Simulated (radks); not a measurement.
Species: the terbium ion Tb+. Configuration: [Xe] 4f9 6s1. Calculated with a radial shooting solver on a logarithmic mesh with Libxc functionals: scalar-relativistic Kohn-Sham, LDA (Slater exchange, VWN5 correlation), spin-polarised, spherical densities, point nucleus; open shells are filled with parallel spins first (spin-orbit coupling, left out, can overturn this in heavy ions).

Normalised radial functions P(r) = r R(r), r in bohr:

r	5p up	6s up
0.001432	0.0018	0.0196
0.001667	0.0024	0.0220
0.001941	0.0031	0.0246
0.00226	0.0040	0.0275
0.002631	0.0052	0.0305
0.003087	0.0068	0.0340
0.003594	0.0088	0.0374
0.004184	0.0113	0.0408
0.00487	0.0146	0.0442
0.00567	0.0188	0.0473
0.006601	0.0241	0.0501
0.007746	0.0312	0.0522
0.009018	0.0396	0.0533
0.0105	0.0500	0.0530
0.01222	0.0626	0.0509
0.01423	0.0777	0.0465
0.01656	0.0955	0.0395
0.01944	0.1168	0.0288
0.02263	0.1390	0.0154
0.02634	0.1622	-0.0011
0.03067	0.1847	-0.0199
0.0357	0.2037	-0.0400
0.0419	0.2162	-0.0602
0.04877	0.2165	-0.0756
0.05678	0.2004	-0.0841
0.0661	0.1638	-0.0821
0.07695	0.1040	-0.0671
0.08958	0.0220	-0.0382
0.1051	-0.0815	0.0049
0.1224	-0.1826	0.0516
0.1425	-0.2668	0.0939
0.1659	-0.3111	0.1196
0.1931	-0.2945	0.1174
0.2248	-0.2056	0.0813
0.2638	-0.0409	0.0107
0.3071	0.1535	-0.0714
0.3575	0.3364	-0.1431
0.4162	0.4521	-0.1777
0.4845	0.4553	-0.1566
0.5686	0.3183	-0.0728
0.6619	0.0745	0.0462
0.7706	-0.2296	0.1699
0.8971	-0.5294	0.2612
1.044	-0.7654	0.2903
1.216	-0.8977	0.2431
1.427	-0.9131	0.1165
1.661	-0.8269	-0.0540
1.934	-0.6771	-0.2412
2.251	-0.5029	-0.4115
2.621	-0.3382	-0.5368
3.051	-0.2046	-0.5985
3.58	-0.1063	-0.5889
4.168	-0.0498	-0.5169
4.852	-0.0200	-0.4046
5.649	-0.0067	-0.2799
6.576	-0.0018	-0.1690
7.656	-0.0004	-0.0878
8.984	-0.0001	-0.0368
10.46	0.0000	-0.0133
12.18	0.0000	-0.0039

5p up: eigenvalue -32.059 eV, 3 radial nodes at r = 0.0928, 0.273, 0.688 bohr, <r> = 1.56 bohr, 90 % of the charge inside 2.31 bohr. 6s up: eigenvalue -9.358 eV, 5 radial nodes at r = 0.0261, 0.103, 0.269, 0.626, 1.59 bohr, <r> = 3.68 bohr, 90 % of the charge inside 5.32 bohr.
